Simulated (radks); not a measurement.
Ionisation ladder of silver, from Ag to Ag2+. Each ion is in the ground configuration listed by NIST, and IE = E(next ion) - E(this ion). All-electron calculation, scalar-relativistic Kohn-Sham, r2SCAN, spin-polarised, spherical densities, finite nucleus; open shells are filled with parallel spins first (spin-orbit coupling, left out, can overturn this in heavy ions); meta-GGA in the generalised Kohn-Sham scheme; Fermi nuclear charge, rms radius 4.5454 fm. Program: a radial shooting solver on a logarithmic mesh with Libxc functionals.

species  configuration  E (hartree)  IE, Delta-SCF (eV)  <r> HOMO (bohr)  IE, NIST (eV)       kind  error (eV)
Ag       [Kr] 4d10 5s1  -5316.67557               7.791             3.13          7.576       exp.      +0.215
Ag+          [Kr] 4d10  -5316.38927              22.060             1.38         21.484       exp.      +0.576
Ag2+          [Kr] 4d9  -5315.57858              35.612             1.31           34.8  semi-emp.      +0.812

Reference values: NIST Atomic Spectra Database (exp. = measured, semi-emp. = semi-empirical, theory = theoretical value adopted there). The ionisation energy per charge of the ion left behind rises most, in proportion, at Ag+ ([Kr] 4d10), from 7.791 to 11.030 eV. Against the entries that are not theoretical the mean signed error is +2.6 % and the largest +2.8 %. Open shells are spherical and high-spin; term and fine-structure splittings are not resolved.
